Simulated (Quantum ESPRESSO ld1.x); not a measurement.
Sm0.5+, configuration [Xe] 4f4 5d1.5 6s2 (fractional occupations, a model configuration).

All-electron calculation, scalar-relativistic Kohn-Sham, revPBE, spin-unpolarised, spherical densities, point nucleus. Program: ld1.x of Quantum ESPRESSO 7.5.

Energy parts (eV):
part                     energy
total                 -283733.1
kinetic                303328.2
electron-nucleus      -689705.1
Hartree                109029.4
exchange-correlation    -6385.6

Orbitals (lengths in bohr, moments of r in powers of bohr; <r^-3> diverges for s and p1/2; r(max) is where P^2 peaks; r(90%) holds 90 % of the orbital's charge):
orbital  occ.  eigenvalue (eV)  r(90%)   <1/r>   r(max)  <r^-3>
1s          2       -46699.155  0.0411   68.83  0.01449       -
2s          2        -7646.983   0.150   15.93  0.08214       -
2p          6        -6822.330   0.139   14.95  0.06636   10160
3s          2        -1692.055   0.374   5.829   0.2336       -
3p          6        -1434.345   0.379   5.493   0.2291    2101
3d         10        -1085.692   0.360   5.213   0.1878   285.1
4s          2         -351.638   0.828   2.456   0.5387       -
4p          6         -266.603   0.886   2.263   0.5618   467.6
4d         10         -147.247   0.994   1.995   0.5849   53.20
5s          2          -54.297    1.95  0.9758    1.234       -
5p          6          -32.748    2.28  0.8349    1.384   70.05
4f          4          -18.485    1.45   1.489   0.5956   7.280
5d        1.5           -7.359    3.80  0.5404    1.861   3.852
6s          2           -7.153    5.39  0.3394    3.252       -

The highest occupied level is 6s at -7.153 eV. Summed over all electrons, <r^2> = 75.81 bohr^2, which gives a Langevin (diamagnetic) susceptibility term of -60 x 10^-6 cm^3/mol. The density falls to 0.001 e/bohr^3 at r = 5.05 bohr.
